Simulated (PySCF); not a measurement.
**ECD: SMILES C=C[C@H]1C=C(F)[C@@H]1Cl, C6H6ClF**

Geometry:
```csv
atom,x (Å),y (Å),z (Å)
C1,1.866,0.767,1.378
C2,0.625,0.476,1.033
C3,0.253,-0.244,-0.218
C4,-0.740,-1.383,-0.053
C5,-1.652,-0.787,-0.810
F6,-2.881,-1.102,-1.209
C7,-0.853,0.446,-1.087
Cl8,-0.408,0.718,-2.785
H9,2.094,1.282,2.295
H10,2.704,0.499,0.757
H11,-0.207,0.748,1.670
H12,1.137,-0.506,-0.800
H13,-0.691,-2.298,0.503
H14,-1.247,1.384,-0.697
```

Theory: PySCF, TDDFT PBE0/def2-SVPD circular dichroism and optical rotation, one conformer, gas phase. Geometry: GFN2-xTB.

The molecule is flexible and this is one conformer; a measurement averages over conformers. States above about 7.8 eV (minus the energy of the highest occupied orbital) lie near or above the ionisation threshold and depend on the basis.

Assign R or S to each stereocentre.

C3 S, C7 R.

List the lowest 12 singlet excitations with oscillator and rotatory strengths.

Rotatory strengths R in 10⁻⁴⁰ esu² cm², velocity form and length form (origin at the centre of mass); f in length form.
```tsv
state	E (eV)	λ (nm)	f	R (velocity)	R (length)	main
1	6.08	204	0.049	+3.4	+3.3	HOMO−1→LUMO 0.58, HOMO→LUMO 0.30
2	6.17	201	0.104	+86.8	+87.0	HOMO→LUMO 0.59, HOMO−1→LUMO 0.30
3	6.59	188	0.003	-9.9	-9.7	HOMO−2→LUMO 0.93
4	6.91	179	0.006	+2.5	+2.3	HOMO−3→LUMO 0.42, HOMO→LUMO+1 0.38
5	7.13	174	0.147	-1.6	+1.7	HOMO−1→LUMO+1 0.53, HOMO−3→LUMO 0.27
6	7.31	170	0.030	+51.0	+52.9	HOMO→LUMO+2 0.52, HOMO→LUMO+1 0.20
7	7.38	168	0.135	-69.5	-71.4	HOMO−1→LUMO+2 0.31, HOMO→LUMO+2 0.24
8	7.50	165	0.123	-21.8	-24.4	HOMO−1→LUMO+2 0.48, HOMO→LUMO+1 0.15
9	7.67	162	0.009	-9.9	-12.0	HOMO→LUMO+3 0.78, HOMO−1→LUMO+2 0.11
10	7.75	160	0.006	-2.8	-3.2	HOMO−2→LUMO+1 0.90
11	7.80	159	0.006	-3.0	-2.9	HOMO−1→LUMO+3 0.66, HOMO→LUMO+5 0.13
12	7.89	157	0.026	+5.2	+6.8	HOMO→LUMO+5 0.40, HOMO→LUMO+4 0.13
```

For state 5 the two forms differ in sign, so the sign of R isn't settled.

Among the states computed, the strongest CD band (largest |R|) is state 2. The largest dissymmetry factor in size, g = 4R/(D+G), with D and G the electric and magnetic dipole strengths, is -0.027 for state 3 (velocity form, f = 0.004), among bands with |R| over 0.5. The mirror image has the same energies and oscillator strengths and all R with the opposite sign.
